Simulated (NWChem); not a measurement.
System meant: CrNH₂SOCl; SMILES [NH]=[Cr]([OH])(=[S])[Cl]

NWChem input:

```
start job
memory heap 200 mb stack 900 mb global 1100 mb
geometry units angstroms noautoz
  Cr    -0.266587    -0.096940     0.010946
  N     -1.089255    -0.057060    -1.333518
  H     -1.134564    -0.410034    -2.294459
  S      1.087671    -1.514326    -0.128491
  Cl     0.725894     1.795367     0.197721
  O     -1.321785    -0.392038     1.337207
  H     -2.264466    -0.264745     1.160845
end
basis spherical
  * library def2-svp
end
dft
  odft
  mult 2
  xc pbe0
  iterations 150
  mulliken
end
task dft energy
```

End of the output:

```
 Summary of "ao basis" -> "ao basis" (spherical)
 ------------------------------------------------------------------------------
       Tag                 Description            Shells   Functions and Types
 ---------------- ------------------------------  ------  ---------------------
 Cr                         def2-svp                11       31   5s3p2d1f
 N                          def2-svp                 6       14   3s2p1d
 H                          def2-svp                 3        5   2s1p
 S                          def2-svp                 8       18   4s3p1d
 Cl                         def2-svp                 8       18   4s3p1d
 O                          def2-svp                 6       14   3s2p1d

 Summary of "ao basis" -> "ao basis" (spherical)
 ------------------------------------------------------------------------------
       Tag                 Description            Shells   Functions and Types
 ---------------- ------------------------------  ------  ---------------------
 Cr                         def2-svp                11       31   5s3p2d1f
 N                          def2-svp                 6       14   3s2p1d
 H                          def2-svp                 3        5   2s1p
 S                          def2-svp                 8       18   4s3p1d
 Cl                         def2-svp                 8       18   4s3p1d
 O                          def2-svp                 6       14   3s2p1d

  number of electrons :                   74
  multiplicity        :                    2
 ------------------------------------------------------------------------
  no. of electrons and multiplicity not compatible                  74
 ------------------------------------------------------------------------
 ------------------------------------------------------------------------
  current input line :
    22: task dft energy
 ------------------------------------------------------------------------
 ------------------------------------------------------------------------
 There is an error in the input file
 ------------------------------------------------------------------------
 For more information see the NWChem manual at https://nwchemgit.github.io

0: no. of electrons and multiplicity not compatible:Received an Error in Communication
```

Task: What is wrong, and how is it mended?

Result: The program refused the input. Cause: the multiplicity doesn't fit the number of electrons (an even count wants an odd multiplicity, and the reverse). This input runs:
```
start job
memory heap 200 mb stack 900 mb global 1100 mb
geometry units angstroms noautoz
  Cr    -0.266587    -0.096940     0.010946
  N     -1.089255    -0.057060    -1.333518
  H     -1.134564    -0.410034    -2.294459
  S      1.087671    -1.514326    -0.128491
  Cl     0.725894     1.795367     0.197721
  O     -1.321785    -0.392038     1.337207
  H     -2.264466    -0.264745     1.160845
end
basis spherical
  Cr library def2-svp
  N library def2-svp
  H library def2-svp
  S library def2-svp
  Cl library def2-svp
  O library def2-svp
end
dft
  xc pbe0
  iterations 150
  convergence damp 70 ncydp 30 lshift 0.3 ncysh 40
  mulliken
end
task dft energy
```
It converges to -2032.91427 Ha (PBE0/def2-SVP).
